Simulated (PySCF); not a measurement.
The same groups moved round the core (benzothiophene cyano+boryl). Gas-phase values, no solvent. One relaxed conformer stands for each flexible species; it need not be the lowest. Strings in code marks are SMILES. Quantity: electronic energy of isomers of C9H6BNS relative to `Bc1cc2c(C#N)cccc2s1` (H–B–C–S torsion 0°). Level 1: PBE-D3(BJ)/def2-TZVP // r2SCAN-D4/def2-SVP (PySCF). Level 2: r2SCAN-D4/def2-TZVP // r2SCAN-D4/def2-SVP (PySCF).

```
case                                          level 1 (kcal/mol)  level 2 (kcal/mol)
--------------------------------------------  ------------------  ------------------
`Bc1cc2ccc(C#N)cc2s1` (H–B–C–S torsion 180°)                 0.4                 0.5
`Bc1cc2cccc(C#N)c2s1` (H–B–C–S torsion 180°)                 0.8            withheld
`Bc1c(C#N)sc2ccccc12` (H–B–C–C torsion 0°)                   4.0                 4.2
`Bc1cc(C#N)cc2sccc12` (H–B–C–C torsion 0°)                   5.2                 5.3
`Bc1cc2sccc2cc1C#N` (H–B–C–C torsion 180°)                   5.3                 5.3
`Bc1cc2ccsc2cc1C#N` (H–B–C–C torsion 180°)                   5.7                 5.7
`Bc1c(C#N)ccc2sccc12` (H–B–C–C torsion 180°)                 6.3                 6.4
```

### Question
Fit level 2 = a + b·x to the 6 complete rows by least squares, with x = level 1 in kcal/mol. Give a, b and the rms residual, and predict the withheld value.

### Answer
Means of the 6 rows: x̄ = 4.4833, ȳ = 4.5667 kcal/mol. Σ(x − x̄)² = 22.868 and Σ(x − x̄)(y − ȳ) = 22.617, so b = 0.989 and a = ȳ − b·x̄ = 0.13 kcal/mol. The rms residual is 0.07 kcal/mol. At x = 0.8 the line gives 0.9 kcal/mol. The run for `Bc1cc2cccc(C#N)c2s1` (H–B–C–S torsion 180°) gave 0.9 kcal/mol, so the line is off by 0.0 kcal/mol, within twice the rms residual.

Codes: PySCF.
